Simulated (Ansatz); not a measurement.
1-silylprop-2-en-1-one (C3H6OSi), SMILES C=CC(=O)[SiH3].

Geometry: ωB97X-D3(BJ)/def2-SVP. Other conformers were not sampled.

Two levels are set side by side: PBE/def2-SVPD (Ansatz, a program for electronic structure) and PBE0/def2-SVPD (Ansatz). Energy differences of separate SCF runs at the same geometry; the states with an electron removed or added have multiplicity 2 and 2. Differences are taken from unrounded values.

```csv
quantity,PBE0
vertical ionisation energy (eV),9.08
vertical electron affinity (eV),0.57
vertical singlet–triplet gap (eV),2.24
```

What does PBE give, and how far is it from PBE0? (The exact figures need the calculation; the answer reports its results.)


```csv
quantity,PBE,PBE minus PBE0
vertical ionisation energy (eV),8.93,-0.15
vertical electron affinity (eV),0.62,0.05
vertical singlet–triplet gap (eV),2.21,-0.02
```
